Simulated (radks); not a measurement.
All-electron atom: Al III in [Ne] 3s1. Method: non-relativistic Kohn-Sham, OLYP, spin-unpolarised, spherical densities, point nucleus; computed with a radial shooting solver on a logarithmic mesh with Libxc functionals.

Unscreened Slater integrals over Kohn-Sham orbitals (eV).

\begin{tabular}{lr}
integral & value \\ \hline
F0(3s,3s) & 10.986 \\
F0(3s,2p) & 14.555 \\
G1(3s,2p) & 1.0340 \\
F0(3s,2s) & 14.487 \\
G0(3s,2s) & 0.81464 \\
F0(3s,1s) & 15.805 \\
G0(3s,1s) & 0.37974 \\
F0(2p,2p) & 41.851 \\
F2(2p,2p) & 19.112 \\
F0(2p,2s) & 40.429 \\
G1(2p,2s) & 24.239 \\
F0(2p,1s) & 59.305 \\
G1(2p,1s) & 7.6843 \\
F0(2s,2s) & 39.545 \\
F0(2s,1s) & 55.987 \\
G0(2s,1s) & 4.3946 \\
F0(1s,1s) & 212.57 \\
\end{tabular}
